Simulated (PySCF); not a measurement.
**Radial density of Ir+ (iridium, charge +1)**

UHF, [Xe] 4f14 5d7 6s1, high-spin 5F determinant. Calculation: PySCF 2.14, in cc-pVTZ-PP with ECP60MDF (5s5p4d2f1g, 63 functions); a scalar-relativistic core potential. This is the valence pseudo-density: the core potential removes the inner electrons and smooths the orbitals near the nucleus.

```tsv
r (bohr)	4πr²ρ (e/bohr)	4πr²(ρα − ρβ)
0.134	3.260e-05	0.0000
0.225	0.001164	0.0002
0.379	0.1085	0.0085
0.638	4.777	0.3276
1.07	14.03	1.9293
1.80	5.331	1.9141
3.04	0.9135	0.5816
5.11	0.04547	0.0379
8.59	0.0002298	0.0002
```

Energies and moments cover only the electrons outside the core potential. Spin-orbit coupling, absent here, splits the open shell strongly.
